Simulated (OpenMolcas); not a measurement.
What dynamic correlation does to the levels of Ag6+

```yaml
Program: OpenMolcas
Basis: ANO-RCC-VTZP [7s6p4d2f1g]
Scalar_Hamiltonian: DKH2, point nucleus
Active_space: 11 electrons in 8 orbitals (RAS1 4p, at most 2 holes; RAS2 4d)
State_averaging: 2S+1 = 6 even, 1 root; 2S+1 = 4 even, 24 roots; 2S+1 = 2 even, 70 roots
Spin-orbit_coupling: state interaction with AMFI integrals over the reference wave functions, term energies averaged over their components
```

Methods on the same reference wave functions:
A. RASSCF
B. SS-RASPT2, IPEA 0.25 Eh, imaginary shift 0.1 Eh (closed shells correlated: 4s)
C. MS-RASPT2, IPEA 0.25 Eh, imaginary shift 0.1 Eh (closed shells correlated: 4s)

Energies in cm⁻¹ above 4d⁵ ⁶S_5/2, the measured ground level; measured values from the list in Gamrath, thesis, University of Mons (2023).

```tsv
Level	A	B	C	Measured
4d⁵ ⁶S_5/2	0.0	0.0	0.0	0.0
4d⁵ ⁴G_5/2 [56 %]	34837	31330	31330	29390
4d⁵ ⁴G_7/2	36105	32200	32200	30378
4d⁵ ⁴G_11/2	36421	32460	32460	30662
4d⁵ ⁴G_9/2	36628	32670	32670	30907
4d⁵ ⁴P_3/2 [56 %]	36936	35080	35080	32994
4d⁵ ⁴P_1/2 [69 %]	38057	36620	36620	34605
4d⁵ ⁴D_7/2	42588	38680	38680	36485
4d⁵ ⁴D_1/2 [70 %]	44071	40690	40690	38685
4d⁵ ⁴D_5/2 [56 %]	44398	41360	41380	39299
4d⁵ ⁴D_3/2 [55 %]	44682	41750	41750	39788
4d⁵ ²I_11/2	52608	46680	46680	44011
4d⁵ ²D_3/2(1) [53 %]	53844	50870	50880	
4d⁵ ²I_13/2	54285	48120	48120	45546
4d⁵ ⁴F_9/2 [65 %]	56501	52050	52040	49104
4d⁵ ⁴F_5/2	57729	53880	53810	51049
4d⁵ ⁴F_3/2 [53 %]	60173	56870	56850	
4d⁵ ²H_9/2 [55 %]	61292	56750	56750	
4d⁵ ²G_7/2(1)	64801	59120	59060	
4d⁵ ²H_11/2	65196	60720	60720	57962
4d⁵ ²F_7/2(2)	68708	62930	63070	59792
4d⁵ ²S_1/2	73392	67520	67520	
4d⁵ ²D_3/2(2)	81045	75970	75970	
4d⁵ ²D_5/2(2)	82179	77050	77070
```

Deviations, from unrounded energies. A percentage is the sum of absolute deviations over the sum of measured energies, with the sign that they share, or ± where signs differ.

| Against measurement | Levels | A | B | C |
| --- | --- | --- | --- | --- |
| mean absolute deviation (cm-1) | 16 | 6200 | 2300 | 2300 |
| other terms of the ground configuration (%) | 16 | +15.2 | +5.6 | +5.6 |

B, C lie about equally close to measurement and A furthest from it. The largest miss of B in the table is 4d⁵ ²F_7/2(2), by +3100 cm-1. The ranking rests on the paired levels alone, and a cruder setting can come out closer through cancelling errors.

Between B and C the level of the table that moves most is 4d⁵ ²F_7/2(2), by 140 cm-1 (lowest in B, highest in C). Moves below CASPT2's spread within the term are not significant.

The two smallest mean deviations differ by little beside CASPT2's spread within terms, so their order carries little weight.

From A to B the spin-free energies of the other terms of 4d⁵ shown, above ⁶S, scale by factors of 0.88 to 0.98.

The lowest spin-free term lies below A's lowest term by 0.290 hartree in B, 0.290 hartree in C.

CASPT2 breaks the degeneracy within a term, and the mean is taken; among the terms shown or strongly mixed into the levels shown the widest spread is 800 cm-1 (4d⁵ ²I, C). Active for correlation alone: 4p; no level in the range computed is led by a configuration that opens it, so any true level of that kind is missing. Without dynamic correlation excited terms often stand tens of per cent too high (terms of higher spin than the ground term too low), and those without a measured partner can miss by more than the paired ones (holds for A). Some levels mix across a computed gap that differs much from the measured one, so their mixing is not that of the real levels (holds for A). The CASPT2 spread within a term exceeds the gap to the next term for 4d⁵ ²G(1) and 4d⁵ ²H, so the order of their levels is uncertain, and so are names and mixing where such terms share a J (holds for C). Measured partners are found by configuration, term and J. A level has none where our copy of the source lacks it or the pairing is in doubt (some pairs that miss far off the trend of their configuration count as doubtful), and it then counts in no deviation. Levels of configurations outside the active space are missing. The table leaves out levels that lie high or whose names do not pair safely across all columns.

A share in square brackets marks a mixed level and gives the weight of the term that names it, the lowest over the columns. A number in round brackets counts repeated terms of one configuration in the order of the reference energies.
